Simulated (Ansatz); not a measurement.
Consider the ligand exchange at a Ge–C bond: `C[CH](C)[Ge][Cl]` + CH₃OH → `C[O][Ge][Cl]` + `CCC`.

Calculated with Ansatz (gas phase, PBE0-D4/def2-TZVP geometries, no zero-point term in ΔE). CCSD(T)/CBS is the MP2 limit (def2-TZVPP, def2-QZVPP) plus CCSD(T) − MP2 in def2-TZVPP, frozen cores. This one scheme is used for every species. DFT in def2-TZVPP. For Ge outer-core shells are correlated without core-valence functions, which leaves a few kJ/mol of doubt a bond. Scalar relativity is left out up to krypton. One conformer a species, not always the lowest.

CCSD(T)/CBS gives -119.9 kJ/mol.

Another level gave -129.2 kJ/mol. Which?
A. BHLYP-D4/def2-TZVPP
B. MP2/def2-TZVPP
C. BHLYP/def2-TZVPP
D. BLYP/def2-TZVPP

A. BHLYP-D4 -129.2, MP2/def2-TZVPP -122.1, BHLYP -137.1, BLYP -146.1 kJ/mol.

Largest T1 diagnostic among the species: 0.015.

From PBE to PBE0 (25 % exact exchange), in def2-TZVPP and without D4, ΔE moves by +5.8 kJ/mol. Leaving LDA and LC-ωPBE aside and taking each functional with its dispersion term where it has one, the values, not all of them listed here, spread over 15.2 kJ/mol, from B97M-V to HSE06-D4. LDA lies +3.8 kJ/mol from PBE without D4. The D4 term adds +8.7 kJ/mol with B3LYP and +4.8 kJ/mol with PBE0; it sums over pairs of atoms, weighted by their polarisabilities, and B3LYP, whose exchange is more repulsive, gets the larger term.

CCSD(T)/CBS has its own doubt, a few kJ/mol and more with outer-core shells, so smaller differences from it don't rank the levels.

B3LYP here is the variant with VWN-RPA as its local correlation; programs differ in this.
